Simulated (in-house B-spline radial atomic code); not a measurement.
## Solving the quasi-particle equation for 4p up of Kr IV (Kr3+)

Configuration [Ar] 3d10 4s2 4p3, highest spin, start Hartree-Fock; correlation leaves out the 3 deepest shells. Computed with a B-spline radial code for spherical atoms: all electrons, scalar-relativistic (spin-free one-electron X2C), finite nucleus, each spin shell either full or empty, empty states to l = 9 with an (l + 1/2)⁻⁴ tail; G0W0 by contour deformation at full frequency.

At the mean-field level ε = -51.17 eV the matrix elements are Σx = -25.617 eV, v_xc = -25.617 eV and Σc(ε) = -0.567 eV, and the slope of the correlation self-energy is dΣc/dω = -0.0316. The quasi-particle energy solves E = ε + Σx − v_xc + Σc(E).

**Question.** What does the linearised equation give?

**Answer.** Z = 1/(1 − dΣc/dω) = 1/1.0316 = 0.9694. The first-order shift is Σx − v_xc + Σc(ε) = -25.617 − (-25.617) + (-0.567) = -0.567 eV, so E ≈ ε + Z × shift = -51.17 + 0.9694 × (-0.567) = -51.720 eV.

**Question.** How does that compare with the full solution and with static screening?

**Answer.** Solving the equation at full frequency dependence gives E = -51.721 eV, where Σc = -0.550 eV and the weight is 0.969; the linearised value is off by 1 meV. Leaving Z out would give -51.737 eV. Static COHSEX puts -2.142 eV in place of Σc and gives -53.312 eV, 1.59 eV deeper. The tabulated removal energy is 50.85 ± 0.11 eV (NIST, measured); the run leaves out spin-orbit coupling, Breit and QED terms.
